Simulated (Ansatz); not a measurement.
Isolated molecules relaxed with PBE0-D4/def2-TZVP in Ansatz; ΔE leaves out vibrations. CCSD(T)/CBS is the MP2 limit (def2-TZVPP, def2-QZVPP) plus CCSD(T) − MP2 in def2-TZVPP, frozen cores. This one scheme is used for every species. Functionals use def2-TZVPP. B3LYP here is the variant with VWN-RPA as its local correlation; programs differ in this. For Ge outer-core shells are correlated without core-valence functions, which leaves a few kJ/mol of doubt a bond. Scalar relativity is left out up to krypton. One conformer a species, not always the lowest.

Reaction (hydrogenolysis of a Ge–Si bond): `[NH2][GeH2][SiH2]F` + H₂ → `[NH2][GeH3]` + `F[SiH3]`

`[NH2][GeH2][SiH2]F`:

Z-matrix (Å, degrees):
```
Ge
Si 1 2.385
N 1 1.847 2 108.1
H 1 1.538 2 112.3 3 -117.0
H 1 1.553 2 108.4 3 124.1
F 2 1.604 1 110.7 3 68.0
H 2 1.486 1 110.8 3 -172.4
H 2 1.487 1 110.8 3 -51.4
H 3 1.011 1 113.8 2 62.1
H 3 1.011 1 113.6 2 -173.5
```

H₂:

Cartesian coordinates in Å:
```
H -0.052 -0.159 0.334
H 0.052 0.159 -0.334
```

`[NH2][GeH3]`:

Cartesian coordinates in Å:
```
N 0.914 -0.258 -0.670
Ge -0.631 0.162 0.243
H 1.651 0.424 -0.555
H 1.289 -1.167 -0.433
H -1.652 -0.940 -0.078
H -0.465 0.255 1.779
H -1.106 1.524 -0.286
```

`F[SiH3]`:

Cartesian coordinates in Å:
```
F -0.686 1.363 0.323
Si 0.018 -0.035 -0.008
H -0.990 -1.111 0.141
H 1.135 -0.232 0.945
H 0.524 0.015 -1.400
```

```csv
level,ΔE (kcal/mol),difference from CCSD(T)/CBS
PBE-D4,-0.4,3.3
r2SCAN-D4,-2.4,1.3
PBE0-D4,-2.2,1.5
B3LYP-D4,-3.2,0.5
ωB97X-V,-4.3,-0.6
ωB97M-V,-4.3,-0.6
B2PLYP,-5.3,-1.6
PBE,-1.9,1.8
r2SCAN,-2.8,0.9
PBE0,-3.5,0.2
B3LYP,-5.5,-1.8
HF/def2-TZVPP,-11.2,-7.5
MP2/def2-TZVPP,-4.4,-0.7
SCS-MP2/def2-TZVPP,-6.0,-2.3
CCSD/def2-TZVPP,-5.7,-2.0
CCSD(T)/def2-TZVPP,-4.6,-0.9
HF/def2-QZVPP,-11.3,-7.6
MP2/def2-QZVPP,-3.9,-0.2
SCS-MP2/def2-QZVPP,-5.5,-1.8
HF/CBS(def2),-11.4,-7.7
MP2/CBS(def2),-3.4,0.3
CCSD/CBS(def2),-4.8,-1.1
CCSD(T)/CBS,-3.7,0
```

Largest T1 diagnostic among the species: 0.011.

The D4 term adds +2.3 kcal/mol with B3LYP and +1.3 kcal/mol with PBE0; it sums over pairs of atoms, weighted by their polarisabilities, and B3LYP, whose exchange is more repulsive, gets the larger term. In def2-TZVPP, CCSD(T) changes the Hartree–Fock value by +6.5 kcal/mol (the triples alone add +1.1 kcal/mol) and MP2 by +6.8 kcal/mol. From PBE to PBE0 (25 % exact exchange), in def2-TZVPP and without D4, ΔE moves by −1.6 kcal/mol.
